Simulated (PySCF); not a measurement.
CClF₂, SMILES F[C](F)Cl, doublet (PBE0/def2-SVP optimised geometry):

```
4

F     -0.772    -1.184     0.939
C     -0.306    -0.397     0.000
F      1.005    -0.397     0.000
Cl    -1.005     1.184     0.000
```

Calculation: unrestricted PBE0/def2-TZVP in PySCF 2.14.0.

Question: What are the frontier orbital energies (α orbitals alone; a β orbital can be the lowest empty one) and the dipole moment?

Answer: HOMO-2 -10.52 eV, HOMO-1 -10.05 eV, HOMO -7.33 eV, LUMO 0.63 eV, LUMO+1 2.78 eV; dipole moment 0.28 D.

On the same geometry unrestricted PBE/def2-TZVP (PySCF) gives HOMO-2 -8.88 eV, HOMO-1 -8.48 eV, HOMO -5.62 eV, LUMO -0.54 eV, LUMO+1 1.76 eV; dipole moment 0.20 D.

Meta-Löwdin charges at PBE0/def2-TZVP: F1 -0.22, C2 0.44, F3 -0.22, Cl4 -0.01.
